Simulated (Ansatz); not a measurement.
A short molecular-dynamics run on Mn₃⁺ (the lowest multiplicity 13 isomer of a short search).

```yaml
crystal:
  periodic: [false, false, false]
  atoms:
    - {symbol: Mn, position_ang: [0.189998, 1.441752, -0.155027]}
    - {symbol: Mn, position_ang: [1.159396, -0.878405, 0.154072]}
    - {symbol: Mn, position_ang: [-1.349395, -0.563346, 0.000954]}
basis:
  gaussian: {orbitals: "6-31G*"}
total_charge: 1
magnetization: {spin_polarized: false, initial_magnetization: 12}
hamiltonian: {xc: {name: BLYP}, dispersion: d4}
md: {timestep: 0.5 fs, n_steps: 15, ensemble: nve, temperature: 300, initial_velocities: maxwell_boltzmann, seed: 506}
scf: {omitted_lower_state_checks: [starts]}
```

```sh
$ ansatz run in.yaml --threads 4 --pin off --events-out ev --progress --plain --max-ram 3916MiB
```

| step | time (fs) | potential energy (eV) | kinetic (eV) | T (K) | conserved (eV) |
| --- | --- | --- | --- | --- | --- |
| 0 | 0.0 | -93944.4205 | 0.0388 | 300 | -93944.3818 |
| 1 | 0.5 | -93944.4214 | 0.0397 | 307 | -93944.3818 |
| 2 | 1.0 | -93944.4224 | 0.0407 | 315 | -93944.3818 |
| 3 | 1.5 | -93944.4236 | 0.0418 | 324 | -93944.3818 |
| 4 | 2.0 | -93944.4249 | 0.0432 | 334 | -93944.3818 |
| 5 | 2.5 | -93944.4263 | 0.0446 | 345 | -93944.3818 |
| 6 | 3.0 | -93944.4279 | 0.0462 | 357 | -93944.3818 |
| 7 | 3.5 | -93944.4296 | 0.0478 | 370 | -93944.3818 |
| 8 | 4.0 | -93944.4314 | 0.0496 | 384 | -93944.3818 |
| 9 | 4.5 | -93944.4333 | 0.0515 | 398 | -93944.3818 |
| 10 | 5.0 | -93944.4352 | 0.0535 | 414 | -93944.3818 |
| 11 | 5.5 | -93944.4373 | 0.0556 | 430 | -93944.3818 |
| 12 | 6.0 | -93944.4395 | 0.0577 | 446 | -93944.3818 |
| 13 | 6.5 | -93944.4417 | 0.0599 | 464 | -93944.3818 |
| 14 | 7.0 | -93944.4440 | 0.0622 | 481 | -93944.3818 |
| 15 | 7.5 | -93944.4463 | 0.0645 | 499 | -93944.3818 |

Velocities are drawn at the set temperature; a run this short doesn't reach equilibrium.

The 6-31G sets use Cartesian d functions.

With spin_polarized false and unpaired electrons the run is restricted open-shell.

Frames (Å, forces in eV/Å):

```xyz
3
time=0.0 fs
Mn    0.190    1.442   -0.155   -0.135   -1.012    0.109
Mn    1.159   -0.878    0.154   -0.813    0.615   -0.108
Mn   -1.349   -0.563    0.001    0.948    0.397   -0.001
3
time=0.5 fs
Mn    0.190    1.441   -0.155   -0.138   -1.013    0.109
Mn    1.160   -0.878    0.154   -0.803    0.612   -0.107
Mn   -1.350   -0.562    0.001    0.942    0.401   -0.002
3
time=1.0 fs
Mn    0.189    1.439   -0.155   -0.143   -1.012    0.108
Mn    1.161   -0.878    0.154   -0.794    0.606   -0.106
Mn   -1.350   -0.562    0.001    0.937    0.405   -0.002
3
time=1.5 fs
Mn    0.189    1.438   -0.155   -0.148   -1.008    0.108
Mn    1.162   -0.877    0.154   -0.785    0.598   -0.105
Mn   -1.351   -0.561    0.001    0.933    0.409   -0.003
3
time=2.0 fs
Mn    0.188    1.436   -0.154   -0.154   -1.002    0.107
Mn    1.162   -0.877    0.154   -0.775    0.589   -0.103
Mn   -1.351   -0.560    0.000    0.930    0.413   -0.003
3
time=2.5 fs
Mn    0.188    1.435   -0.154   -0.160   -0.995    0.106
Mn    1.163   -0.876    0.154   -0.767    0.579   -0.102
Mn   -1.351   -0.559    0.000    0.926    0.416   -0.004
3
time=3.0 fs
Mn    0.188    1.434   -0.154   -0.164   -0.985    0.104
Mn    1.164   -0.876    0.154   -0.759    0.569   -0.100
Mn   -1.351   -0.558    0.000    0.922    0.416   -0.004
3
time=3.5 fs
Mn    0.187    1.432   -0.154   -0.166   -0.975    0.103
Mn    1.164   -0.875    0.154   -0.752    0.561   -0.099
Mn   -1.351   -0.557    0.000    0.917    0.414   -0.004
3
time=4.0 fs
Mn    0.187    1.431   -0.154   -0.166   -0.963    0.102
Mn    1.165   -0.875    0.154   -0.745    0.552   -0.098
Mn   -1.352   -0.556    0.000    0.912    0.411   -0.004
3
time=4.5 fs
Mn    0.186    1.429   -0.154   -0.165   -0.951    0.100
Mn    1.165   -0.874    0.154   -0.740    0.544   -0.096
Mn   -1.352   -0.555    0.000    0.905    0.406   -0.004
3
time=5.0 fs
Mn    0.186    1.427   -0.154   -0.164   -0.937    0.099
Mn    1.166   -0.874    0.154   -0.734    0.537   -0.095
Mn   -1.352   -0.554    0.000    0.898    0.401   -0.004
3
time=5.5 fs
Mn    0.186    1.426   -0.153   -0.162   -0.923    0.097
Mn    1.166   -0.873    0.154   -0.728    0.529   -0.094
Mn   -1.352   -0.553    0.000    0.890    0.394   -0.003
3
time=6.0 fs
Mn    0.185    1.424   -0.153   -0.159   -0.907    0.096
Mn    1.167   -0.872    0.154   -0.722    0.520   -0.093
Mn   -1.352   -0.552    0.000    0.881    0.387   -0.003
3
time=6.5 fs
Mn    0.185    1.422   -0.153   -0.156   -0.891    0.094
Mn    1.167   -0.872    0.154   -0.716    0.512   -0.092
Mn   -1.352   -0.550   -0.001    0.872    0.378   -0.002
3
time=7.0 fs
Mn    0.184    1.420   -0.153   -0.153   -0.873    0.092
Mn    1.167   -0.871    0.154   -0.710    0.504   -0.090
Mn   -1.352   -0.549   -0.001    0.862    0.370   -0.002
3
time=7.5 fs
Mn    0.184    1.418   -0.153   -0.149   -0.855    0.090
Mn    1.168   -0.870    0.154   -0.703    0.495   -0.089
Mn   -1.351   -0.548   -0.001    0.852    0.360   -0.001
```

It took 1.9 min on 4 threads of Arm Neoverse V2 on a shared host.
